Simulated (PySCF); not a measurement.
silanone (H2OSi), SMILES [SiH2]=O. Atoms are numbered in the order given.

```xyz
4

Si     0.0000     0.0000     0.4357
O      0.0000     0.0000    -1.0792
H      0.0000    -1.2263     1.2671
H      0.0000     1.2263     1.2671
```
Charge 0, spin multiplicity 1.

The structure is a stationary point at ωB97X-D3(BJ)/def2-TZVP.

Two levels are set side by side: PBE/pcJ-1 (PySCF) and PBE0/pcJ-1 (PySCF). One-bond couplings, all four terms, same geometry. Isotopes: 17O, 1H, 29Si. Differences are taken from unrounded values.

| quantity | PBE |
|---|---|
| ¹J(Si1,H3) (Hz) | -237.8 |
| ¹J(Si1,H4) (Hz) | -237.8 |

Problem. These are the PBE values. What does PBE0 give? (The exact figures need the calculation; the answer reports its results.)

Solution. 
```json
[
 {"quantity": "¹J(Si1,H3) (Hz)", "PBE0": "-250.6", "PBE minus PBE0": "12.8"},
 {"quantity": "¹J(Si1,H4) (Hz)", "PBE0": "-250.6", "PBE minus PBE0": "12.8"}
]
```

Rough cost on one machine, each run with all the roots and properties that it gave: PBE0 against PBE within a factor of 2.
